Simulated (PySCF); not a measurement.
Breaking a bond: BH, singlet.

Method: CCSD(T) on UHF/cc-pVTZ, 1 core orbital frozen (PySCF).

**Question.** Relative to R = 1.24 Å, what are the energies at R = 2.22, 2.48, 3.35, 3.75 Å?

**Answer.** 2.379 eV at 2.22 Å, 2.897 eV at 2.48 Å, 3.560 eV at 3.35 Å, 3.592 eV at 3.75 Å.

The unrestricted determinant behind UCCSD(T) is spin-contaminated at 0.98 to 4.98 Å (<S²> up to 1.0, against 0.00 for a pure singlet).
